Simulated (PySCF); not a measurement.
Job file and geometry (Å, from GFN2-xTB) of an NMR shielding run on SMILES O[Si@H]1CB[SiH2]C[SiH2]OC1, C₃H₁₃BO₂Si₃, GIAO PBE0/pcSseg-1 NMR shielding, non-relativistic, gas phase (PySCF); density fitting, a coarse starting grid and PySCF grid level 2 are the driver's defaults:

```
$ OMP_NUM_THREADS=1 python probes_run.py task.json out

{"job": {"kind": "nmr", "xc": "PBE0", "basis": "pcSseg-1"}, "charge": 0, "multiplicity": 1}
O      2.700197    -1.693504    -1.096939
Si     2.360364    -0.688708     0.147690
C      1.642206     0.999816    -0.286988
B      0.191834     1.050245     0.477874
Si    -1.310165     1.917685    -0.460333
C     -2.677148     0.536261    -0.334546
Si    -1.845093    -1.058713     0.187942
O     -0.292077    -0.537242     0.493594
C      0.750735    -1.431834     0.872412
H      3.375017    -1.480190    -1.734747
H      3.455046    -0.733890     1.121648
H      1.549260     1.111256    -1.369995
H      2.277614     1.819368     0.043707
H      0.327984     1.309282     1.637491
H     -1.957060     3.149440     0.040963
H     -1.193961     2.189054    -1.913975
H     -3.424524     0.827272     0.400246
H     -3.213125     0.413167    -1.271893
H     -2.326146    -1.666249     1.436514
H     -1.701835    -2.092490    -0.843322
H      0.776714    -1.494676     1.963060
H      0.523753    -2.425966     0.488749
```

Question: Write the output of this run.

Answer: 
```
coarse grid: 19448 points
cycle   1  E = -1164.9853360848  dE =  1.062e+00  |g| = 9.190e-01  |ddm| = 4.291e+00
cycle   2  E = -1164.8096273546  dE =  1.757e-01  |g| = 1.318e+00  |ddm| = 1.974e+00
cycle   3  E = -1165.1521321641  dE = -3.425e-01  |g| = 1.189e-01  |ddm| = 1.358e+00
cycle   4  E = -1165.1544958595  dE = -2.364e-03  |g| = 5.402e-02  |ddm| = 1.492e-01
cycle   5  E = -1165.1551546937  dE = -6.588e-04  |g| = 1.036e-02  |ddm| = 4.994e-02
cycle   6  E = -1165.1551761439  dE = -2.145e-05  |g| = 3.134e-03  |ddm| = 1.323e-02
cycle   7  E = -1165.1551778727  dE = -1.729e-06  |g| = 1.060e-03  |ddm| = 3.455e-03
final grid: 172864 points
cycle   8  E = -1165.2257963744  dE = -3.564e-05  |g| = 1.303e-02  |ddm| = 3.457e-02
cycle   9  E = -1165.2257610164  dE =  3.536e-05  |g| = 1.887e-02  |ddm| = 2.364e-02
cycle  10  E = -1165.2258306325  dE = -6.962e-05  |g| = 1.305e-03  |ddm| = 1.397e-02
cycle  11  E = -1165.2258310054  dE = -3.729e-07  |g| = 2.906e-04  |ddm| = 1.601e-03
cycle  12  E = -1165.2258310250  dE = -1.967e-08  |g| = 8.714e-05  |ddm| = 4.272e-04
cycle  13  E = -1165.2258310263  dE = -1.286e-09  |g| = 3.677e-05  |ddm| = 9.187e-05
cycle  14  E = -1165.2258310266  dE = -2.317e-10  |g| = 6.400e-06  |ddm| = 3.228e-05
converged SCF energy = -1165.2258310266

GIAO shielding tensors (ppm)
atom      isotropic    diamagn.    paramagn.     s11        s22        s33       span
  0 O      300.525     385.156     -84.631    281.038    298.225    322.310     41.272
  1 Si     327.779     879.040    -551.262    271.297    337.951    374.088    102.790
  2 C      178.753     257.625     -78.872    159.154    179.075    198.031     38.877
  3 B       97.617     190.844     -93.227     58.213     87.346    147.291     89.078
  4 Si     409.898     881.431    -471.533    368.751    402.509    458.433     89.682
  5 C      195.975     258.958     -62.983    172.712    201.220    213.992     41.281
  6 Si     338.095     882.307    -544.212    249.837    349.213    415.234    165.396
  7 O      315.342     406.336     -90.994    254.193    327.016    364.817    110.624
  8 C      123.283     249.487    -126.205     89.934    103.686    176.229     86.296
  9 H       30.556      29.397       1.158     22.494     24.814     44.358     21.864
 10 H       26.028      28.024      -1.997     22.468     24.024     31.590      9.122
 11 H       31.527      33.791      -2.263     26.840     30.170     37.571     10.731
 12 H       31.527      30.796       0.732     27.472     28.133     38.977     11.505
 13 H       28.208      31.560      -3.352     24.851     27.711     32.062      7.211
 14 H       27.421      29.670      -2.249     23.763     25.249     33.252      9.489
 15 H       27.721      30.348      -2.627     24.503     25.856     32.804      8.301
 16 H       31.130      30.199       0.931     25.685     27.954     39.750     14.065
 17 H       31.189      30.560       0.629     25.883     27.599     40.084     14.202
 18 H       26.655      30.192      -3.536     22.491     25.082     32.393      9.903
 19 H       26.632      31.057      -4.425     22.425     25.513     31.957      9.532
 20 H       28.298      30.026      -1.728     23.350     26.682     34.860     11.510
 21 H       28.113      30.785      -2.671     23.193     27.165     33.983     10.790
```

Size and cost of the density-fitted run: 239 basis functions, 80 s wall time on 1 thread of an Intel Xeon Platinum 8259CL, shared host; peak memory 1.1 GiB.
